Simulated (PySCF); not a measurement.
Compound: C₄H₇B.
SMILES: `B/C=C/C=C`

Torsions of this conformer, `[BH2:1]/[CH:2]=[CH:3]/[CH:4]=[CH2:5]`: C2–C3–C4–C5 180°.

The closed-shell ground state was solved at several levels (PySCF, density fitting, gas phase, non-relativistic). Isolated species at its GFN2-xTB geometry (one conformer only).

| level | basis functions | HOMO (eV) | LUMO (eV) | gap (eV) | dipole (D) |
| --- | --- | --- | --- | --- | --- |
| B3LYP/pcJ-1 | 205 | -7.12 | -2.52 | 4.60 | 2.24 |
| PBE0/def2-SVPD | 156 | -7.36 | -2.37 | 4.99 | 2.19 |
| PBE0/pcSseg-1 | 120 | -7.35 | -2.36 | 4.99 | 2.19 |

Estimate the row for CAM-B3LYP/def2-SVPD, a basis of 156 functions; the other rows only guide the guess.

HOMO -8.52 eV, LUMO -1.29 eV, gap 7.23 eV, dipole 2.04 D.

Over all these levels, which gives the widest orbital gap and which the narrowest?

CAM-B3LYP/def2-SVPD (range-separated hybrid) has the widest, 7.23 eV, and B3LYP/pcJ-1 (global hybrid, 20 % exact exchange) the narrowest, 4.60 eV. Functional and basis both differ between the two, so the spread mixes both effects.

How far do the dipole and the HOMO energy spread over the levels?

The dipole runs from 2.04 to 2.24 D (mean 2.17 D) and the HOMO from -8.52 to -7.12 eV.
